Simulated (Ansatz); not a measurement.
# One elementary step

Start structure (SiH2Cl3F, singlet), relaxed at PBE0-D4/def2-TZVP:

```
7
angstrom
Si -1.0722 -0.3431 0.2176
F -0.1274 0.8297 0.6821
Cl -0.0610 -1.4884 -1.0940
Cl -1.5940 -1.4152 1.8409
Cl -2.7000 0.4633 -0.6523
H 2.4556 1.0285 -0.3153
H 3.0990 0.9252 -0.6791
```

The step: SiCl₃F ([F][Si]([Cl])([Cl])[Cl]) + H₂ → SiHCl₃ ([Cl][SiH]([Cl])[Cl]) + HF; bonds formed: Si1–H7, F2–H6; bonds broken: Si1–F2, H6–H7. Ansatz 0.2.0; basis: def2-TZVPP and def2-QZVPP; cores frozen in the correlated methods. Extrapolation: Hartree–Fock as exp(−7.88 √X), correlation as X^−2.97. Energies below are by CCSD(T) at an estimated basis limit (MP2 extrapolated from triple and quadruple zeta, plus CCSD(T) − MP2 in triple zeta).

(1) What are the electronic barrier and the energy of the step, from the start structure to the end structure? (To be estimated.)

No T1 diagnostic of these runs exceeds 0.011.

Results:

(1) Computed: Barrier 274.6 kJ/mol; step energy 108.9 kJ/mol (uphill); reverse barrier, their difference, 165.6 kJ/mol. Barrier and step energy count from the start structure, the reverse barrier from the end structure.

The saddle point: One imaginary mode of 1091i cm⁻¹.
```csv
pair,start (Å),saddle (Å),end (Å)
Si1–H7,4.45,1.66,1.47
F2–H6,2.78,1.18,0.93
Si1–F2,1.58,1.89,3.43
H6–H7,0.75,0.99,3.00
```

Zero-point energy (harmonic, PBE0-D4): ZPE is 51.6 kJ/mol at the start and 59.5 kJ/mol at the saddle, so the barrier goes from 274.6 to 282.4 kJ/mol.

Labels in which every atom is bracketed show which atoms are joined, not bond orders.

For scale, one of the runs: CCSD(T)/def2-TZVPP, 227 basis functions, launched by `ansatz run in.yaml --threads 4 --pin off --events-out ev --progress --plain --max-ram 9574MiB`. The run took 81 s on 4 CPU threads of a Oxide Virtual Turin-like (shared host), with 3.5 GiB of host memory at its peak.
